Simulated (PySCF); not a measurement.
PBE on Mn (manganese, neutral)

Configuration: [Ar] 3d5 4s2, high-spin 6S determinant. All numbers are calculated (PySCF 2.14, the spin-free X2C one-electron Hamiltonian (Gaussian nucleus), in aug-cc-pVTZ-DK).

- Total energy: -1158.309 hartree
- One-electron energy: -1594.589 hartree
- Hartree (Coulomb) energy: 488.605 hartree
- Exchange-correlation energy: -52.325 hartree
- ⟨S²⟩: 8.7618
- ⟨L²⟩: 0.000
- Sum of ⟨r⟩: 21.56 bohr
- Sum of ⟨r²⟩: 40.74 bohr²
- Langevin diamagnetic susceptibility: -32.3 ×10⁻⁶ cm³/mol

```tsv
shell	electrons	mean orbital energy (eV)	rms radius, mean of both spins (bohr)
1s α	1	-6423.7	0.0703
1s β	1	-6423.6	0.0703
2s α	1	-743.44	0.303
2s β	1	-741.40	0.303
2p α	3	-629.60	0.274
2p β	3	-628.03	0.274
3s α	1	-87.335	0.916
3s β	1	-82.189	0.916
3p α	3	-56.054	0.986
3p β	3	-51.007	0.986
3d α	5	-8.151	1.38
4s α	1	-5.512	3.40
4s β	1	-4.464	3.40
```

Densities and radii are taken from the X2C orbitals without a picture-change correction, which distorts them close to the nucleus.
